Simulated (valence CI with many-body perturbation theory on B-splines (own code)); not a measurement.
## Ge¹⁷⁺: what the settings do

Computed by configuration interaction combined with many-body perturbation theory (CI+MBPT): five valence electrons over a frozen Dirac-Fock core [Ne], a basis of 6 s, 6 p, 5 d, 3 f, 1 g functions for each j, with the one-electron correlation potential Σ1 (screened to all orders), the two-electron term Σ2, the three-electron term Σ3, Breit, model QED; selected single and double excitations, second order for the rest, scaled by the run's own slope (own B-spline code, finite nucleus).

No measured spectrum was set against this ion. As an estimate, levels of excited configurations hold to 0.05 to 0.15 % of their energy, terms of the ground configuration to about 0.5 %. Among the levels kept, up to 1100 cm⁻¹ of a level comes from second order outside the variational space, and about a tenth of that is noise between levels of different J, which matters for small intervals.

The reference run has the lowest level 3s²3p³ ⁴S°_3/2 and an ionisation energy of 656.436 eV. Its largest variational space holds 9975 state functions.

Names give the largest LS component (configuration and term), which can be under half, so a name can repeat, a term be missing and a line seem to break the LS rules; names also repeat where a configuration has a term twice. Letters in brackets count levels of one name in rising energy.

Changed runs:
A. size limit of the variational space 10000 → 3000; hole-hole ladder in Σ2 on → off; second order for the rest on → off
B. size limit of the variational space 10000 → 3000; second order for the rest on → off
C. scale of Σ1 1 → 0
D. logarithmic knot step 0.27 → 0.8 (bad on purpose)

Excitation energies of the reference run in cm⁻¹, and shifts in cm⁻¹:

| Level | Reference | A | B | C | D |
| --- | --- | --- | --- | --- | --- |
| 3s²3p³ ²D°_3/2 | 56607 | +183 | +132 | -55 | +4.2 |
| 3s²3p³ ²D°_5/2 | 74056 | +531 | +492 | -118 | +8.1 |
| 3s²3p³ ²P°_1/2 | 112920 | +72 | -29 | -124 | +9.2 |
| 3s²3p³ ²P°_3/2 | 142850 | +184 | +121 | -268 | +17 |
| 3s3p⁴ ⁴P_5/2 | 407338 | +1379 | +1341 | +836 | -129 |
| 3s3p⁴ ⁴P_3/2 | 436574 | +972 | +941 | +742 | -121 |
| 3s3p⁴ ⁴P_1/2 | 445948 | +185 | +134 | +727 | -120 |
| 3s3p⁴ ²D_3/2 | 505981 | +1589 | +1513 | +747 | -97 |
| 3s3p⁴ ²D_5/2 | 516550 | +1977 | +1897 | +678 | -99 |
| 3s²3p²3d ²P_3/2 | 573665 | +2106 | +2111 | +722 | -37 |
| 3s3p⁴ ²S_1/2 [a] | 580044 | +965 | +863 | +705 | -73 |
| 3s²3p²3d ⁴F_3/2 | 602371 | +2768 | +2957 | +882 | +44 |
| Ionisation energy (eV) | 656.436 | -0.131 | -0.108 | -0.691 | +0.00015 |
